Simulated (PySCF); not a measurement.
**Correlation energy of W(3+) (tungsten, charge +3)**

[Xe] 4f14 5d3, high-spin 4F determinant. Computed with PySCF 2.14 in def2-QZVPPD with the def2 core potential (60 electrons) (7s6p4d3f2g, 84 functions), with scalar relativity through the core potential. Frozen: 5s2 5p6; 3 electrons correlated.

```csv
level,correlation energy (mhartree)
CCSD,-17.03
(T),-0.07
CCSD(T),-17.10
```

Diagnostics: T1 = 0.00056, D1 = 0.0008, largest double amplitude 0.015.

Spin-orbit coupling, absent here, splits the open shell strongly.

Cost of the coupled-cluster step: about 8 core-seconds, for 3 correlated electrons.

Iterations:

```
CC2 = 0
CCSD nocc = (np.int64(3), np.int64(0)), nmo = (80, 80)
frozen orbitals [[0, 1, 2, 3], [0, 1, 2, 3]]
max_cycle = 100
direct = 0
conv_tol = 1e-08
conv_tol_normt = 1e-06
diis_space = 8
diis_start_cycle = 0
Init t2, MP2 energy = -0.0142900813913484
Init E_corr(UCCSD) = -0.0142900813931726
cycle = 1  E_corr(UCCSD) = -0.0165185294498634  dE = -0.00222844806  norm(t1,t2) = 0.0114128
cycle = 2  E_corr(UCCSD) = -0.0169164515024564  dE = -0.000397922053  norm(t1,t2) = 0.00274976
cycle = 3  E_corr(UCCSD) = -0.0170311765704517  dE = -0.000114725068  norm(t1,t2) = 0.000881826
cycle = 4  E_corr(UCCSD) = -0.0170257494068319  dE = 5.42716362e-06  norm(t1,t2) = 0.000166887
cycle = 5  E_corr(UCCSD) = -0.0170260526319634  dE = -3.03225132e-07  norm(t1,t2) = 2.2439e-05
cycle = 6  E_corr(UCCSD) = -0.0170260348641557  dE = 1.77678077e-08  norm(t1,t2) = 3.01185e-06
cycle = 7  E_corr(UCCSD) = -0.0170260407092918  dE = -5.8451361e-09  norm(t1,t2) = 4.89024e-07
UCCSD converged
E(UCCSD) = -64.66432651263828  E_corr = -0.0170260407092918
UCCSD(T) correction = -7.17586119852141e-05
```
